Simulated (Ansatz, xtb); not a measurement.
# Isomers of C4H9PSi in order of energy

5 gas-phase structures of C4H9PSi, from a drawn sample of its isomers (lower ones may exist). Each was relaxed with GFN2-xTB; where two conformers were screened, the lower at r2SCAN-D4/def2-SVP is listed:

A. `C=C[C@@H]1P[C@@H]1[SiH3]`, a singlet
B. `[SiH3]C1=CCPC1`, a singlet
C. `CCC#C[SiH2]P`, a singlet
D. `P[SiH]1CC=CC1`, a singlet
E. `P[SiH2]C1=CCC1`, a singlet

Q: Make a reasoned guess at their ranking by r2SCAN-D4/def2-SVP single-point energy.

A: Calculated order at r2SCAN-D4/def2-SVP: D (0.0), B (11.6), C (29.1), E (30.5), A (31.5) kcal/mol. Less than 1 kcal/mol parts E and A, so the order within that pair means little.

Energies above the lowest of each column, in kcal/mol; the last columns are at PBE-D3(BJ)/def2-SVP geometries and were run for some of them only (a dash: not run or not comparable):

| structure | GFN2-xTB | HF/STO-3G | r2SCAN-D4/def2-SVP | PBE-D3(BJ)/def2-SVP | CCSD(T)/def2-SVP + ΔMP2/def2-TZVPP |
| --- | --- | --- | --- | --- | --- |
| D | 7.5 | 0.0 | 0.0 | 0.0 | 0.0 |
| B | 0.0 | 4.9 | 11.6 | 12.8 | 10.8 |
| C | 24.2 | 35.5 | 29.1 | – | – |
| E | 21.8 | 36.0 | 30.5 | – | – |
| A | 23.7 | 51.1 | 31.5 | – | – |

CCSD(T)/def2-SVP + ΔMP2/def2-TZVPP puts D lowest of those it was run on; GFN2-xTB picks B. Some further structures that were screened fall inside this span and aren't listed. Flexible structures stand in one conformer each, not always the lowest. Frequencies (GFN2-xTB) were run for B, D alone. ΔMP2 is the change of the MP2 energy from the smaller to the larger basis.

Over these structures GFN2-xTB departs from r2SCAN-D4/def2-SVP by 5.1 kcal/mol on average once a common shift is removed. A GFN2-xTB relaxation took about 0.14 s and the r2SCAN-D4/def2-SVP energy about 2.9 s on a shared host (Ansatz 0.2.0, xtb 6.7.1).
